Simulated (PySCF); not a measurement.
Molecule: SMILES C1C(CC)CCC1, C7H14.

Molfile (atoms numbered from 1):
```
C7H14
     RDKit          3D

 21 21  0  0  0  0  0  0  0  0999 V2000
    2.7215   -0.4998    0.2066 C   0  0  0  0  0  0  0  0  0  0  0  0
    1.6305    0.5189   -0.0846 C   0  0  0  0  0  0  0  0  0  0  0  0
    0.2648    0.1413    0.4760 C   0  0  0  0  0  0  0  0  0  0  0  0
   -0.7983    1.2363    0.3180 C   0  0  0  0  0  0  0  0  0  0  0  0
   -2.1191    0.4806    0.3932 C   0  0  0  0  0  0  0  0  0  0  0  0
   -1.8438   -0.7625   -0.4530 C   0  0  0  0  0  0  0  0  0  0  0  0
   -0.3718   -1.1186   -0.1672 C   0  0  0  0  0  0  0  0  0  0  0  0
    2.4711   -1.4898   -0.2061 H   0  0  0  0  0  0  0  0  0  0  0  0
    2.8694   -0.6250    1.2914 H   0  0  0  0  0  0  0  0  0  0  0  0
    3.6863   -0.1960   -0.2274 H   0  0  0  0  0  0  0  0  0  0  0  0
    1.9261    1.5008    0.3244 H   0  0  0  0  0  0  0  0  0  0  0  0
    1.5355    0.6642   -1.1762 H   0  0  0  0  0  0  0  0  0  0  0  0
    0.3867   -0.0497    1.5579 H   0  0  0  0  0  0  0  0  0  0  0  0
   -0.6972    1.7108   -0.6749 H   0  0  0  0  0  0  0  0  0  0  0  0
   -0.6992    2.0352    1.0692 H   0  0  0  0  0  0  0  0  0  0  0  0
   -2.9842    1.0639    0.0423 H   0  0  0  0  0  0  0  0  0  0  0  0
   -2.3233    0.1929    1.4392 H   0  0  0  0  0  0  0  0  0  0  0  0
   -1.9687   -0.5077   -1.5182 H   0  0  0  0  0  0  0  0  0  0  0  0
   -2.5362   -1.5919   -0.2445 H   0  0  0  0  0  0  0  0  0  0  0  0
    0.1557   -1.4018   -1.0925 H   0  0  0  0  0  0  0  0  0  0  0  0
   -0.2932   -1.9849    0.5070 H   0  0  0  0  0  0  0  0  0  0  0  0
  1  2  1  0
  2  3  1  0
  3  4  1  0
  4  5  1  0
  5  6  1  0
  6  7  1  0
  7  3  1  0
  1  8  1  0
  1  9  1  0
  1 10  1  0
  2 11  1  0
  2 12  1  0
  3 13  1  0
  4 14  1  0
  4 15  1  0
  5 16  1  0
  5 17  1  0
  6 18  1  0
  6 19  1  0
  7 20  1  0
  7 21  1  0
M  END
```

Geometry PBE0-D3(BJ)/def2-SVP throughout; GIAO in PySCF 2.14.0 with density-fitted response routines, gas phase, one conformer, non-relativistic; equivalent atoms averaged; basis pcSseg-1.

For orientation, HF gives these absolute shieldings σ: C3 154.6, C4/C7 160.4, C5/C6 165.2, C1 175.6, H16/H18 30.38, H17/H19 30.38, H11/H12 30.69, H8/H9/H10 30.69, H14/H20 30.90 ppm.

A run gave: C3 138.0, C4/C7 147.1, C5/C6 151.8, C1 165.5, H16/H18 29.78, H17/H19 29.79, H11/H12 30.04, H8/H9/H10 30.34, H14/H20 30.31 ppm (absolute shieldings σ).

Task: Which functional was used in that run?
A. PBE
B. BLYP
C. B97-D
D. PBE0
E. KT3

Result: E. C3 tells them apart best: KT3 gives 138.0, PBE gives 133.9, PBE0 gives 141.4, BLYP gives 127.5, B97-D gives 133.8 ppm.
